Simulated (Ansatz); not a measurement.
[InClH3]- (InH₃Cl⁻). Charge -1, multiplicity 1. Geometry PBE0-D4/def2-TZVPD.

```
atom   x (Å)   y (Å)   z (Å)
 In1   0.064  -0.220  -0.041
 Cl2  -0.621   2.139   0.404
  H3   0.533  -0.852   1.537
  H4   1.402  -0.086  -1.183
  H5  -1.377  -0.981  -0.716
```

In the def2 sets In takes a core potential; there is no spin–orbit coupling. HSE06 is defined as in plane-wave codes, on full-range PBE exchange.

(1) Estimate the orbital energies around the gap (eV) in Ansatz with PBE-D4/def2-SVPD, PBE-D4/def2-TZVPD, PBE0-D4/def2-SVPD, HSE06-D4/def2-TZVPD, CAM-B3LYP-D4/def2-TZVPD.

## Answers

(1) 
| orbital | PBE-D4/def2-SVPD | PBE-D4/def2-TZVPD | PBE0-D4/def2-SVPD | HSE06-D4/def2-TZVPD | CAM-B3LYP-D4/def2-TZVPD |
| --- | --- | --- | --- | --- | --- |
| HOMO−5 | -5.67 | -5.64 | -7.12 | -6.66 | -8.74 |
| HOMO−4 | -2.69 | -2.62 | -3.93 | -3.46 | -5.18 |
| HOMO−3 | -2.45 | -2.42 | -3.77 | -3.33 | -5.17 |
| HOMO−2 | -2.45 | -2.42 | -3.77 | -3.33 | -5.17 |
| HOMO−1 | -1.58 | -1.57 | -2.78 | -2.37 | -4.13 |
| HOMO | -1.58 | -1.57 | -2.78 | -2.37 | -4.12 |
| LUMO | 3.23 | 3.06 | 3.67 | 3.23 | 3.83 |
| LUMO+1 | 3.52 | 3.17 | 4.15 | 3.37 | 4.14 |
| LUMO+2 | 4.33 | 4.07 | 4.91 | 4.26 | 4.98 |
| LUMO+3 | 4.61 | 4.20 | 5.13 | 4.34 | 5.05 |
| LUMO+4 | 4.62 | 4.20 | 5.13 | 4.34 | 5.05 |
| LUMO+5 | 5.35 | 4.44 | 5.84 | 4.59 | 5.28 |
